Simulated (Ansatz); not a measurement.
Cl$_{2}$F$_{2}$H$_{2}$SSi$_{2}$, SMILES `F[SiH](F)S[SiH](Cl)Cl`, relaxed with RKS PBE-D4/def2-SVP in the Gaussian-basis code of Ansatz from a rough embedded geometry. The force threshold is 0.03 eV/Å; the program also tests the step.

Charge 0, multiplicity 1.

Start:

```xyz
9

F    -1.407   -0.853   -1.493
Si    0.144   -0.745   -1.421
F     0.715   -1.855   -0.434
S     0.758    1.193   -0.720
Si   -0.161    0.788    1.177
Cl    1.272    0.027    2.456
Cl   -0.704    2.542    2.028
H     0.716   -0.933   -2.777
H    -1.333   -0.163    1.184
```

| step | energy (eV) | largest force (eV/Å) | largest move (Å) |
| --- | --- | --- | --- |
| 1 | -57061.1083 | 2.908 | 0.000 |
| 2 | -57061.2374 | 1.485 | 0.194 |
| 3 | -57061.3346 | 0.809 | 0.065 |
| 4 | -57061.3511 | 0.236 | 0.123 |
| 5 | -57061.3567 | 0.094 | 0.047 |
| 6 | -57061.3574 | 0.048 | 0.011 |
| 7 | -57061.3581 | 0.036 | 0.028 |
| 8 | -57061.3587 | 0.027 | 0.036 |
| 9 | -57061.3590 | 0.047 | 0.057 |
| 10 | -57061.3594 | 0.035 | 0.015 |
| 11 | -57061.3596 | 0.020 | 0.019 |

End:

```xyz
9

F    -1.462   -0.870   -1.812
Si    0.131   -0.742   -1.514
F     0.467   -1.906   -0.425
S     0.614    1.165   -0.688
Si   -0.099    0.792    1.320
Cl    1.437    0.120    2.521
Cl   -0.769    2.607    2.035
H     0.891   -0.963   -2.773
H    -1.210   -0.203    1.336
```

Hardware: 2 threads of an AMD EPYC 7R13 on a shared host. Wall time 31 s, peak host memory 0.23 GiB.
